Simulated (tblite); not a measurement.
Run record: tight-binding relaxation, `BCC[C@@H](C)BOC`.

Computed with GFN2-xTB geometry optimisation, gas phase (tblite 0.8.0). Start geometry: from a force field or distance geometry. A driver script takes a list of jobs; this job's settings line and coordinates (Å) are shown.

Command:
```bash
OMP_NUM_THREADS=1 python probes_run.py task.json out
```

Input:
```
{"job": {"kind": "relax", "xc": "GFN2-xTB", "basis": "xTB"}, "charge": 0, "multiplicity": 1}
B     -2.888500     1.647600    -0.244300
C     -1.851200     0.764400     0.547600
C     -0.797800     0.142400    -0.388600
C      0.305600    -0.605700     0.354000
C     -0.216500    -1.889100     1.048300
B      1.480400    -0.996200    -0.656900
O      2.848900    -0.476400    -0.445200
C      2.988800     0.736600    -1.141400
H     -4.041600     1.375800    -0.217000
H     -2.535000     2.589800    -0.853200
H     -2.411800    -0.040300     1.081800
H     -1.346900     1.400800     1.311300
H     -1.319400    -0.538500    -1.097800
H     -0.338900     0.969800    -0.984000
H      0.736400     0.060800     1.143100
H     -0.727000    -2.547100     0.318200
H      0.623100    -2.446200     1.512200
H     -0.930600    -1.638700     1.850900
H      1.266400    -1.713200    -1.559600
H      2.847500     0.590800    -2.236300
H      2.284100     1.518300    -0.752800
H      4.013300     1.113600    -0.993900
```

Output:
```
step      E/eV     max force
  0    -662.68762    2.276
  1    -662.85037    1.355
  2    -662.91624    0.766
  3    -662.93388    0.483
  4    -662.95296    0.249
  5    -662.96089    0.242
  6    -662.97854    0.291
  7    -662.98803    0.244
  8    -662.99872    0.252
  9    -663.00718    0.261
... (148 lines left out)
158    -663.84947    0.037
159    -663.84962    0.035
160    -663.84975    0.022
161    -663.84986    0.019
162    -663.84994    0.018
163    -663.85000    0.018
164    -663.85004    0.018
165    -663.85007    0.011
166    -663.85009    0.016
167    -663.85012    0.009
```

«max force» is the largest atomic force in eV/Å.

**Question.** From which step on does the largest force stay under 0.1 eV/Å, and how much energy is left to gain from there?

**Answer.** From step 140 (0.026 eV/Å), 3.6 meV above the end.

In short: energy lowered by 26.8 kcal/mol over 167 steps; largest atomic force 0.009 eV/Å at the end.

Hardware: one thread, Arm Neoverse V1 (aarch64), no GPU, shared host with 32 logical CPUs at a one-minute load of 25. Cost: 1.3 s wall.
Labels such as C1 count atoms from 1, the log's own numbers from 0.
